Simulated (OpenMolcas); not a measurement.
# Ti2+ in Cs2NaYF6

Ti2+ with its 6 nearest fluoride ions at 2.173 Å, on the Y site of Cs2NaYF6 (a = 9.075 Å, distance in the model lattice 2.178 Å). The rest of the host is ab initio model potentials to 7.6 Å, with orthogonalisation functions on the cations behind the ligands, and point charges beyond; the distance is set by hand and nothing relaxes, and no local charge compensation is placed. Ligand basis ANO-RCC-VDZP.
```
Ti    0.0000    0.0000    0.0000
F     2.1730    0.0000    0.0000
F     0.0000    2.1730    0.0000
F    -2.1730    0.0000    0.0000
F     0.0000   -2.1730    0.0000
F     0.0000    0.0000    2.1730
F     0.0000    0.0000   -2.1730
```

* Program: OpenMolcas
* Method: SS-CASPT2, IPEA 0.25 Eh, imaginary shift 0.1 Eh (closed shells correlated: 3s 3p and the ligand valence shells)
* Basis: ANO-RCC-VTZP [6s5p3d2f1g]
* Scalar Hamiltonian: DKH2, point nucleus
* Active space: 2 electrons in 5 orbitals (3d)
* State averaging: 2S+1 = 3 even, 10 roots; 2S+1 = 1 even, 15 roots
* Spin-orbit coupling: state interaction with AMFI integrals over the reference wave functions

The lowest spin-free states (labels of O, the rotations of Oh), above the lowest:

```csv
State,Degeneracy,E (cm-1),Free-ion L (%)
3T1,3,0,F (95)
1T2,3,9070,D (66)
1E,2,9670,D (53)
3T2,3,10710,F (100)
1A1,1,18880,G (82)
3T1,3,19800,P (95)
1T2,3,21390,G (66)
3A2,1,22500,F (100)
1T1,3,24420,G (100)
1E,2,33750,G (53)
1A1,1,47190,S (82)
```

The lowest levels with spin-orbit coupling:

| E (cm-1) | Degeneracy | Label | 2S+1 |
| --- | --- | --- | --- |
| 0 | 2 | E | 3 |
| 3 | 3 | T2 | 3 |
| 170 | 3 | T1 | 3 |
| 260 | 1 | A1 | 3 |
| 9140 | 3 | T2 | 1 |
| 9760 | 2 | E | 1 |
| 10740 | 1 | A2 | 3 |
| 10780 | 3 | T2 | 3 |
| 10830 | 3 | T1 | 3 |
| 10830 | 2 | E | 3 |
| 18960 | 1 | A1 | 1 |
| 19790 | 1 | A1 | 3 |
| 19840 | 3 | T1 | 3 |
| 19950 | 3 | T2 | 3 |
| 19950 | 2 | E | 3 |
| 21470 | 3 | T2 | 1 |
| 22610 | 3 | T2 | 3 |
| 24510 | 3 | T1 | 1 |
| 33840 | 2 | E | 1 |
| 47280 | 1 | A1 | 1 |

Powder χT (cm3 K/mol): 0.0705 at 2 K, 0.133 at 10 K, 0.359 at 50 K, 0.616 at 100 K, 0.937 at 200 K, 1.1 at 300 K. The effective moment at 300 K is 2.828 √(χT) = 2.96 μB.

The lowest level has 2S+1 = 3, for which the spin-only value is χT = S(S+1) / 2 = 1.000 cm3 K/mol (g = 2). The computed 1.098 at 300 K differs by +0.098, through orbital momentum, spin-orbit coupling and any other state in reach. With a threefold ground state the orbital momentum is unquenched, so the spin-only value is not expected to hold.

A least-squares ligand-field fit to the states below 45000 cm-1, each weighted by its degeneracy and with a free common offset, gives 10Dq = 12150 cm-1, B = 688 cm-1 and C = 2437 cm-1 (C/B = 3.54), with an rms deviation of 291 cm-1.

The same method and metal basis give the free ion B = 791 cm-1 (fit to its terms below 60000 cm-1, rms deviation 557 cm-1), so the nephelauxetic ratio is β = 688 / 791 = 0.87; it hangs on how both fits weigh the states, and computed free-ion B values tend to be too large, so β mixes covalency with correlation.

Roots that are degenerate in the reference are averaged as groups; the widest CASPT2 spread within a group is 550 cm-1 (the 3-fold group of multiplicity 1 near 21400 cm-1 above the lowest state of its run). Shifts and gaps below about the spread of the groups concerned are not significant. Over all roots computed the reference weight is 0.72 to 0.74; a low but even weight reflects the number of correlated electrons. An orbital triplet at a regular site is open to Jahn-Teller coupling, which can distort the site and quench the lowest spin-orbit gaps and is left out. Ligand-to-metal charge-transfer states are missing. With no ligand orbital active B as a rule stays too high, so bands that hang on it stand too high and its fall with covalency is understated. With one d shell and no ligand orbital active, 10Dq can be off by tens of per cent for divalent 3d ions, low with halides held by bare charges and at times high in hosts. Free-ion shares, where given, are those of the reference states; single-state CASPT2 does not remix them. No measured value stands beside these numbers; the geometry was set by hand and not optimised.
